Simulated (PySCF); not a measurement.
## Orbital picture of HoI

PBE0 at R = 2.901 Å; Ho x2c-SVPall, I x2c-SVPall; spin-free X2C with a Gaussian nucleus (PySCF 2.14). State: quintet, about 10.3 electrons in the 4f shell (Mulliken), real f orbitals that mix terms, a second solution, started from another occupation. Only the outer orbitals are listed, counted within each symmetry.

```tsv
spin	orbital	occ.	ε (eV)	on Ho (%)	main shells (%)
α	23σ	1	-8.09	20	79 I p, 13 Ho s
α	13π	1	-7.13	8	91 I p
α	13π	1	-7.13	8	91 I p
α	24σ	1	-4.98	95	77 Ho s, 9 Ho d, 8 Ho p
α	6δ	0	-1.76	100	100 Ho d
α	6δ	0	-1.76	100	100 Ho d
α	14π	0	-1.58	97	76 Ho d, 21 Ho p
β	1φ	1	-10.91	100	100 Ho f
β	12π	1	-10.00	100	100 Ho f
β	12π	1	-10.00	100	100 Ho f
β	22σ	1	-8.02	19	80 I p, 11 Ho s
β	13π	1	-7.12	8	92 I p
β	13π	1	-7.12	8	92 I p
β	23σ	1	-4.92	98	58 Ho s, 33 Ho f
β	24σ	0	-2.62	97	66 Ho f, 23 Ho s
β	5δ	0	-2.03	100	100 Ho f
β	5δ	0	-2.03	100	100 Ho f
```

Which are the highest filled and the lowest empty level, where do they sit, and how wide is the gap?

Highest filled β 23σ at -4.92 eV (in %: 58 Ho s, 33 Ho f); lowest empty β 24σ at -2.62 eV (in %: 66 Ho f, 23 Ho s); the gap at PBE0 is 2.30 eV.

```
bond order (Mayer)                              : 1.22
⟨S²⟩                                            : 6.006
charge on Ho (Mulliken, basis-dependent)        : 0.29
charge on Ho (Löwdin, basis-dependent)          : -0.03
dipole moment (positive dipole means Ho(−)I(+)) : -3.82 D
```

Spin–orbit coupling is left out.
